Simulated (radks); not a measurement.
Removal energies from the gallium ion Ga2+, [Ar] 3d10 4s1, by Delta-SCF beside the eigenvalue of the level emptied. Calculated with a radial shooting solver on a logarithmic mesh with Libxc functionals: scalar-relativistic Kohn-Sham, BLYP, spin-polarised, spherical densities, finite nucleus; Fermi nuclear charge, rms radius of each element as measured or else 0.836 A^(1/3) + 0.57 fm. Open shells are filled with parallel spins first.

removed from	final configuration	Delta-SCF (eV)	-eigenvalue (eV)
4s	[Ar] 3d10	31.827	26.760
3d	[Ar] 3d9 4s1	49.462	39.154
3p	[Ne] 3s2 3p5 3d10 4s1	130.02	118.95
3s	[Ne] 3s1 3p6 3d10 4s1	179.38	168.13
